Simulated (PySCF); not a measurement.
SMILES [C]1=CCCC=CCC1, doublet (GFN2-xTB optimised geometry):

```
19

C      0.952     0.879    -2.198
C      0.303     1.214    -1.137
C     -0.244     0.355     0.000
C      0.245    -1.094     0.000
C     -0.286    -1.864    -1.168
C      0.352    -2.062    -2.314
C      1.696    -1.503    -2.641
C      1.568    -0.030    -3.136
H      0.067     2.266    -0.973
H     -1.336     0.375    -0.066
H      0.040     0.831     0.943
H      1.336    -1.094     0.000
H     -0.095    -1.569     0.924
H     -1.282    -2.266    -1.041
H     -0.137    -2.615    -3.105
H      2.350    -1.517    -1.767
H      2.168    -2.084    -3.434
H      0.976    -0.029    -4.058
H      2.573     0.329    -3.383
```

Computed with PySCF 2.14.0 with unrestricted PBE0/def2-SVP.

Question: What are the frontier orbital energies (α orbitals alone; a β orbital can be the lowest empty one) and the dipole moment?

Answer: HOMO-2 -7.23 eV, HOMO-1 -6.88 eV, HOMO -5.44 eV, LUMO 0.61 eV, LUMO+1 1.16 eV; dipole moment 0.50 D.

On the same geometry unrestricted PBE/def2-SVP run with PySCF 2.14.0 gives HOMO-2 -6.02 eV, HOMO-1 -5.71 eV, HOMO -4.05 eV, LUMO -0.39 eV, LUMO+1 0.12 eV; dipole moment 0.47 D.

Meta-Löwdin charges at PBE0/def2-SVP: C1 -0.04, C2 -0.15, C3 -0.17, C4 -0.18, C5 -0.11, C6 -0.12, C7 -0.18, C8 -0.18, H9 0.11, H10 0.10, H11 0.10, H12 0.10, H13 0.10, H14 0.10, H15 0.10, H16 0.10, H17 0.10, H18 0.12, H19 0.11.
